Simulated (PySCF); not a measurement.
## A survey of ²⁹Si NMR shifts

Theory: PBE0/pcSseg-1 with gauge-including orbitals, coordinates at the GFN2-xTB level, in PySCF 2.14.0 with density-fitted response routines (in vacuum, rapidly exchanging positions averaged, no relativistic terms, one conformer).

Shieldings were converted by a linear fit to measured shifts: ²⁹Si (scatter 8.9 ppm rms, 25.8 ppm with the 6 outliers that the fit left out vs TMS, solution or neat liquid). A few per cent of atoms miss by over 2 rms, more outside the fitted compound classes.

**Question.** Give the ²⁹Si shifts of `CS[Si@@H]1[SiH2]C[C@@H]1[SiH3]`, `C=C(C)[SiH2]S[SiH2][SiH3]`, `[SiH3]/C=C(/[SiH3])O[SiH2]S[SiH3]`, `CS[C@@H]1C[Si@H]([SiH3])[SiH2]1`, `C=C[SiH2]C[SiH2]S[SiH3]`, `CS[Si@@H]1[SiH2]C[C@H]1[SiH3]`, `CO[SiH2][Si@@]1([SiH3])[SiH2]CS1`.

**Answer.** 
```tsv
compound	environment	δ (ppm)
[CH3:1][S:2][Si@@H:3]1[SiH2:4][CH2:5][C@@H:6]1[SiH3:7]	Si3: silicon bonded to C, S, Si, H, in a 4-membered ring	8.1
[CH3:1][S:2][Si@@H:3]1[SiH2:4][CH2:5][C@@H:6]1[SiH3:7]	Si4: silicon bonded to C, Si, 2 H, in a 4-membered ring	-44.5
[CH3:1][S:2][Si@@H:3]1[SiH2:4][CH2:5][C@@H:6]1[SiH3:7]	Si7: silicon bonded to C, 3 H	-64.4
[CH2:1]=[C:2]([CH3:3])[SiH2:4][S:5][SiH2:6][SiH3:7]	Si4: silicon bonded to C, S, 2 H	-31.8
[CH2:1]=[C:2]([CH3:3])[SiH2:4][S:5][SiH2:6][SiH3:7]	Si6: silicon bonded to S, Si, 2 H	-52.0
[CH2:1]=[C:2]([CH3:3])[SiH2:4][S:5][SiH2:6][SiH3:7]	Si7: silicon bonded to Si, 3 H	-101.1
[SiH3:1]/[CH:2]=[C:3](/[SiH3:4])[O:5][SiH2:6][S:7][SiH3:8]	Si6: silicon bonded to O, S, 2 H	-23.3
[SiH3:1]/[CH:2]=[C:3](/[SiH3:4])[O:5][SiH2:6][S:7][SiH3:8]	Si8: silicon bonded to S, 3 H	-61.9
[SiH3:1]/[CH:2]=[C:3](/[SiH3:4])[O:5][SiH2:6][S:7][SiH3:8]	Si4: silicon bonded to C, 3 H	-72.8
[SiH3:1]/[CH:2]=[C:3](/[SiH3:4])[O:5][SiH2:6][S:7][SiH3:8]	Si1: silicon bonded to C, 3 H	-81.8
[CH3:1][S:2][C@@H:3]1[CH2:4][Si@H:5]([SiH3:6])[SiH2:7]1	Si7: silicon bonded to C, Si, 2 H, in a 4-membered ring	-42.8
[CH3:1][S:2][C@@H:3]1[CH2:4][Si@H:5]([SiH3:6])[SiH2:7]1	Si5: silicon bonded to C, 2 Si, H, in a 4-membered ring	-67.0
[CH3:1][S:2][C@@H:3]1[CH2:4][Si@H:5]([SiH3:6])[SiH2:7]1	Si6: silicon bonded to Si, 3 H	-100.6
[CH2:1]=[CH:2][SiH2:3][CH2:4][SiH2:5][S:6][SiH3:7]	Si5: silicon bonded to C, S, 2 H	-27.0
[CH2:1]=[CH:2][SiH2:3][CH2:4][SiH2:5][S:6][SiH3:7]	Si3: silicon bonded to 2 C, 2 H	-50.9
[CH2:1]=[CH:2][SiH2:3][CH2:4][SiH2:5][S:6][SiH3:7]	Si7: silicon bonded to S, 3 H	-56.4
[CH3:1][S:2][Si@@H:3]1[SiH2:4][CH2:5][C@H:6]1[SiH3:7]	Si3: silicon bonded to C, S, Si, H, in a 4-membered ring	3.6
[CH3:1][S:2][Si@@H:3]1[SiH2:4][CH2:5][C@H:6]1[SiH3:7]	Si4: silicon bonded to C, Si, 2 H, in a 4-membered ring	-42.8
[CH3:1][S:2][Si@@H:3]1[SiH2:4][CH2:5][C@H:6]1[SiH3:7]	Si7: silicon bonded to C, 3 H	-61.3
[CH3:1][O:2][SiH2:3][Si@@:4]1([SiH3:5])[SiH2:6][CH2:7][S:8]1	Si3: silicon bonded to O, Si, 2 H	-23.2
[CH3:1][O:2][SiH2:3][Si@@:4]1([SiH3:5])[SiH2:6][CH2:7][S:8]1	Si4: silicon bonded to S, 3 Si, in a 4-membered ring	-24.3
[CH3:1][O:2][SiH2:3][Si@@:4]1([SiH3:5])[SiH2:6][CH2:7][S:8]1	Si6: silicon bonded to C, Si, 2 H, in a 4-membered ring	-39.0
[CH3:1][O:2][SiH2:3][Si@@:4]1([SiH3:5])[SiH2:6][CH2:7][S:8]1	Si5: silicon bonded to Si, 3 H	-91.9
```
